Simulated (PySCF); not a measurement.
## Electron correlation in Tl (thallium, neutral)

[Xe] 4f14 5d10 6s1 6p2, high-spin 4P determinant (an excited configuration). Computed with PySCF 2.14 in x2c-TZVPPall with one added diffuse shell each of s, p, d, f type (12s8p7d4f, 99 functions), with scalar relativity by spin-free X2C-1e. Frozen: [Xe] 4f14 5d10; 3 electrons correlated.

MP2 pair energies summed by pair of shells (mhartree):

```tsv
pair	energy	share (%)
6p-6p	-3.29	50.9
6s-6p	-3.17	49.1
```

Total MP2 correlation energy: -6.47 mhartree.

Same-spin part -6.47 and opposite-spin part 0.00 mhartree; SCS-MP2 scales them by 1/3 and 6/5 to -2.16 mhartree.

Spin-orbit coupling is strong in this species, so the high-spin LS determinant is a model state.
